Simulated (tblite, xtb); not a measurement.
Cl3In, singlet, at a GFN2-xTB geometry (such geometries of metal compounds can be far from the true shape). Base run: GFN1-xTB (xtb 6.7.1).

Geometry (Å):
```xyz
4

In     0.0000     0.0000     0.0000
Cl     2.2445    -0.2039    -0.4400
Cl    -0.9033    -1.0115     1.8531
Cl    -1.3412     1.2154    -1.4131
```
Charge 0, spin multiplicity 1.
All else is at xtb's defaults.
Base energy -14.40283 Eh.

Programs used: tblite, xtb; a row that names a program was run with it.

Each row names what was changed in the base input (with any setting that the change needs).

```
change                                                     ΔE vs base (kcal/mol)  HOMO-LUMO gap (eV)  G_solv (kcal/mol)  SCF cycles
---------------------------------------------------------  ---------------------  ------------------  -----------------  ----------
base                                                                       0.000                4.74                  -           7
gbsa = water                                                               -1.45                4.77              -1.50           7
alpb = ch2cl2                                                              -7.17                4.76              -7.19           7
alpb = dmso                                                                -7.64                4.75              -7.64           7
program = tblite; method = gfn1; option = (--alpb, water)                  -2.76                   -                  -           -
etemp = 3000                                                              -0.005                4.74                  -           7
program = tblite; method = gfn1; option = (--guess, eeq)                   0.000                   -                  -           -
etemp = 10000                                                             -12.23                4.77                  -           7
alpb = toluene                                                             -6.52                4.76              -6.53           7
etemp = 1000                                                               0.000                4.74                  -           7
```

ALPB and GBSA are two models with their own fitted parameters for each solvent, which aren't always the measured dielectric constant.
